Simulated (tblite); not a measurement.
Run record: tight-binding relaxation, `C=C[O][Al]([Br])[C](=C)C`.

Computed with GFN2-xTB geometry optimisation, gas phase (tblite 0.8.0). Start geometry: from a force field or distance geometry. A driver script takes a list of jobs; this job's settings line and coordinates (Å) are shown.

Command:
```bash
OMP_NUM_THREADS=1 python probes_run.py task.json out
```

Input:
```
{"job": {"kind": "relax", "xc": "GFN2-xTB", "basis": "xTB"}, "charge": 0, "multiplicity": 1}
C      3.019900     0.463400    -0.227300
C      2.363600    -0.684400    -0.356800
O      1.634600    -1.134700     0.743300
Al     0.104600    -0.243600     1.333300
Br    -0.426200    -0.523800     3.650100
C     -1.392500     0.203800     0.134100
C     -2.066400     1.354200     0.236900
C     -1.805200    -0.728900    -0.942900
H      3.615800     0.895600    -0.997900
H      2.908700     0.989500     0.722300
H      2.441600    -1.242300    -1.279300
H     -2.888700     1.535000    -0.461400
H     -1.829900     2.097200     1.015000
H     -1.046100    -0.723700    -1.739100
H     -2.815300    -0.485600    -1.348200
H     -1.826100    -1.762800    -0.493500
```

Output:
```
step      E/eV     max force
  0    -653.66530    2.714
  1    -653.93434    1.912
  2    -654.19169    1.429
  3    -654.26678    1.088
  4    -654.33059    0.848
  5    -654.37393    0.633
  6    -654.40485    0.534
  7    -654.42737    0.707
  8    -654.44234    0.284
  9    -654.45389    0.279
... (147 lines left out)
157    -654.88191    0.028
158    -654.88207    0.018
159    -654.88231    0.036
160    -654.88239    0.031
161    -654.88254    0.021
162    -654.88260    0.016
163    -654.88263    0.024
164    -654.88266    0.017
165    -654.88268    0.011
166    -654.88269    0.009
```

«max force» is the largest atomic force in eV/Å.

Q: From which step on does the largest force stay under 0.1 eV/Å, and how much energy is left to gain from there?

A: From step 157 (0.028 eV/Å), 0.8 meV above the end.

Summary of the converged run: energy lowered by 28.1 kcal/mol over 166 steps; largest atomic force 0.009 eV/Å at the end.

Q: Give the final coordinates.

A: 1.017 Å rms from the input after alignment:
```
atom  x, y, z in Å
C1     3.4477    0.1020   -0.4805
C2     2.5423   -0.7662   -0.0711
O3     1.3836   -0.4135    0.5254
Al4   -0.0167    0.1250    1.2191
Br5    0.0225    0.7771    3.3819
C6    -1.6966    0.1896    0.1722
C7    -2.7894    0.6563    0.7703
C8    -1.6874   -0.2756   -1.2554
H9     4.3547   -0.2270   -0.9504
H10    3.3054    1.1614   -0.3511
H11    2.6636   -1.8371   -0.1892
H12   -3.7440    0.7326    0.2661
H13   -2.7772    0.9839    1.8011
H14   -0.9043    0.2387   -1.8135
H15   -2.6469   -0.0957   -1.7398
H16   -1.4651   -1.3427   -1.2964
```

Q: Estimate the wall time. Hardware: one thread of an Arm Neoverse N1, shared host with 64 logical CPUs at a one-minute load of 59.

A: About 2.4 s.
Labels such as C1 count atoms from 1, the log's own numbers from 0.
